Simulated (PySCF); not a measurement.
Isomers of C5H6O2, mass 98.037 u with the commonest isotopes. Method: PBE0-D3(BJ)/def2-SVP geometry optimisation, gas phase in PySCF 2.14.0. One conformer each, none proved a minimum here; rigid rotors.

Question: Order these by out-of-plane moment Σ m c² = (Ia + Ib − Ic)/2, largest first.
A. `[CH3:1][O:2][c:3]1[cH:4][cH:5][o:6][cH:7]1` with C1–O2–C3–C4 180°
B. `[OH:1][CH2:2][c:3]1[cH:4][cH:5][o:6][cH:7]1` with H–O1–C2–C3 50°, O1–C2–C3–C4 -81°
C. `[CH2:1]=[CH:2][C:3](=[CH2:4])[O:5][CH:6]=[O:7]` with C1–C2–C3–C4 180°, C2–C3–O5–C6 -176°, C3–O5–C6–O7 0°
D. `[CH3:1][C:2]#[C:3][C:4](=[O:5])[O:6][CH3:7]` with C3–C4–O6–C7 180° (methyl 2-butynoate)

Answer: B (15.55 u·Å²), D (3.20 u·Å²), A (1.62 u·Å²), C (0.11 u·Å²).

Question: Order these by rotational constant C, smallest first.
A. `[OH:1][CH2:2][c:3]1[cH:4][cH:5][o:6][cH:7]1` with H–O1–C2–C3 50°, O1–C2–C3–C4 -81°
B. `[CH3:1][C:2]#[C:3][C:4](=[O:5])[O:6][CH3:7]` with C3–C4–O6–C7 180° (methyl 2-butynoate)
C. `[CH2:1]=[CH:2][C:3](=[CH2:4])[O:5][CH:6]=[O:7]` with C1–C2–C3–C4 180°, C2–C3–O5–C6 -176°, C3–O5–C6–O7 0°

Answer: B (1077 MHz), C (1422 MHz), A (1602 MHz).

Question: Order these by radius of gyration √(Σ m r²/M), largest first.
A. `[CH3:1][O:2][c:3]1[cH:4][cH:5][o:6][cH:7]1` with C1–O2–C3–C4 180°
B. `[CH2:1]=[CH:2][C:3](=[CH2:4])[O:5][CH:6]=[O:7]` with C1–C2–C3–C4 180°, C2–C3–O5–C6 -176°, C3–O5–C6–O7 0°
C. `[CH3:1][C:2]#[C:3][C:4](=[O:5])[O:6][CH3:7]` with C3–C4–O6–C7 180° (methyl 2-butynoate)
D. `[OH:1][CH2:2][c:3]1[cH:4][cH:5][o:6][cH:7]1` with H–O1–C2–C3 50°, O1–C2–C3–C4 -81°

Answer: C (2.195 Å), B (1.904 Å), D (1.837 Å), A (1.781 Å).

| SMILES | point group | Ia (u·Å²) | Ib (u·Å²) | Ic (u·Å²) | κ | μa (D) | μb (D) | μc (D) |
| --- | --- | --- | --- | --- | --- | --- | --- | --- |
| CC#CC(=O)OC | – | 58.05 | 417.51 | 469.17 | -0.97 | 1.26 | 1.85 | 0.02 |
| OCc1ccoc1 | C1 | 71.39 | 275.12 | 315.40 | -0.91 | 0.88 | 1.23 | 0.42 |
| C=CC(=C)OC=O | near Cs | 85.50 | 270.06 | 355.36 | -0.80 | 1.60 | 0.65 | 0.06 |
| COc1ccoc1 | Cs | 66.24 | 246.49 | 309.48 | -0.86 | 0.88 | 0.52 | 0.00 |
